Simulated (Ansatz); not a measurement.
# Ligand exchange: Si(CH3)Cl3 + C2H2ClGa → SiCl4 + C3H5Ga

Species: Si(CH3)Cl3 (methyltrichlorosilane), singlet; C2H2ClGa `C#[C][GaH][Cl]`, singlet; SiCl4 (silicon tetrachloride) `Cl[Si](Cl)(Cl)Cl`, singlet; C3H5Ga `C#[C][GaH][CH3]`, singlet. The partners trade CH3 for Cl: Si–CH3 and Ga–Cl bonds give way to Si–Cl and Ga–CH3.

Shapes, held fixed at every level: PBE0-D4/def2-TZVP. Programs: Ansatz 0.2.0. The zero-point and thermal change to 298 K, harmonic and unscaled (PBE0-D4/def2-TZVP), is -2.1 kJ/mol.

| level | kind | ΔH(298 K) (kJ/mol) | less CCSD(T)/def2-TZVPP |
| --- | --- | --- | --- |
| HF/def2-TZVPP | Hartree–Fock | +76.7 | +16.4 |
| wB97X-V/def2-TZVPP | range-separated hybrid | +60.8 | +0.5 |
| MP2/def2-SVP | perturbation theory | +68.6 | +8.3 |
| MP2/def2-TZVPP | perturbation theory | +56.9 | -3.4 |
| CCSD/def2-SVP | coupled cluster or CI | +71.4 | +11.1 |
| CCSD/def2-TZVPP | coupled cluster or CI | +62.0 | +1.7 |
| CCSD(T)/def2-TZVPP | coupled cluster or CI | +60.3 | 0.0 |

The highest level, CCSD(T)/def2-TZVPP, gives ΔH(298 K) = +60.3 kJ/mol; the levels span +56.9 to +76.7. The column of differences is taken from that level and isn't an error. No measured value is set beside it here. Relativity is left out for Ga. Outer-core shells of Ga are correlated, in sets that cover them unevenly.
